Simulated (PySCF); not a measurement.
# Electron correlation in Mo⁺ (molybdenum, charge +1)

[Kr] 4d4 5p1, one real determinant (an excited configuration). All numbers are calculated (PySCF 2.14, a scalar-relativistic core potential, in aug-cc-pwCVDZ-PP with ECP28MDF). Frozen: 4s2 4p6; 5 electrons correlated.

```csv
level,correlation energy (mhartree)
CCSD,-53.00
(T),-0.76
CCSD(T),-53.76
```

Diagnostics: T1 = 0.0096, D1 = 0.0291, largest double amplitude 0.052.

Q: Is a single reference adequate?

A: Yes, within this model without spin-orbit coupling: T1 lies below 0.03 and no double amplitude reaches 0.07.

The reference is one real determinant that mixes LS terms of this configuration.
